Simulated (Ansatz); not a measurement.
`[SiH3]N(c1ccccc1)c1ccccc1`, relaxed with RKS PBE0-D4/def2-TZVP in Ansatz 0.2.0 from a PBE-D4/def2-SVP geometry. The force threshold is 0.005 eV/Å; the program also tests the step.

Total charge 0; spin multiplicity 1.

Start:

```xyz
27

Si   -1.648   -1.795   -1.180
N    -0.570   -0.647   -0.348
C     0.817   -0.897   -0.252
C     1.437   -1.852   -1.094
C     2.801   -2.144   -0.966
C     3.588   -1.481   -0.012
C     2.982   -0.527    0.823
C     1.617   -0.237    0.713
C    -1.088    0.599    0.120
C    -0.579    1.815   -0.385
C    -1.095    3.038    0.061
C    -2.137    3.068    1.004
C    -2.649    1.862    1.506
C    -2.122    0.635    1.077
H    -3.045   -1.328   -0.912
H    -1.426   -3.180   -0.642
H    -1.416   -1.824   -2.671
H     0.850   -2.364   -1.874
H     3.256   -2.890   -1.637
H     4.661   -1.705    0.082
H     3.580   -0.001    1.583
H     1.154    0.500    1.386
H     0.230    1.787   -1.131
H    -0.688    3.978   -0.341
H    -2.546    4.030    1.349
H    -3.461    1.873    2.250
H    -2.503   -0.312    1.489
```

Q: By how much does the energy fall, and how many steps does the optimiser take? (Best estimate.)

A: Computed: 0.18 eV, in 8 steps.

Q: Which bonds change most? (Best estimate.)

A: The calculation gave: Si1–N2 from 1.781 to 1.744 Å; C3–C4 from 1.416 to 1.396 Å; C9–C14 from 1.409 to 1.390 Å; C9–C10 from 1.412 to 1.393 Å.

Q: Give the relaxed structure. (An estimate is asked.)

A: The calculation gave: 
```xyz
27

Si   -1.624   -1.757   -1.186
N    -0.569   -0.647   -0.352
C     0.807   -0.893   -0.246
C     1.422   -1.833   -1.075
C     2.770   -2.120   -0.941
C     3.540   -1.468    0.008
C     2.936   -0.526    0.829
C     1.587   -0.240    0.712
C    -1.078    0.593    0.114
C    -0.597    1.790   -0.411
C    -1.103    2.999    0.033
C    -2.104    3.030    0.995
C    -2.587    1.840    1.516
C    -2.071    0.627    1.086
H    -3.009   -1.313   -0.910
H    -1.395   -3.137   -0.690
H    -1.401   -1.756   -2.659
H     0.849   -2.336   -1.848
H     3.222   -2.854   -1.599
H     4.596   -1.688    0.107
H     3.520   -0.008    1.581
H     1.129    0.488    1.369
H     0.180    1.759   -1.166
H    -0.721    3.924   -0.384
H    -2.503    3.978    1.337
H    -3.364    1.853    2.273
H    -2.432   -0.304    1.507
```
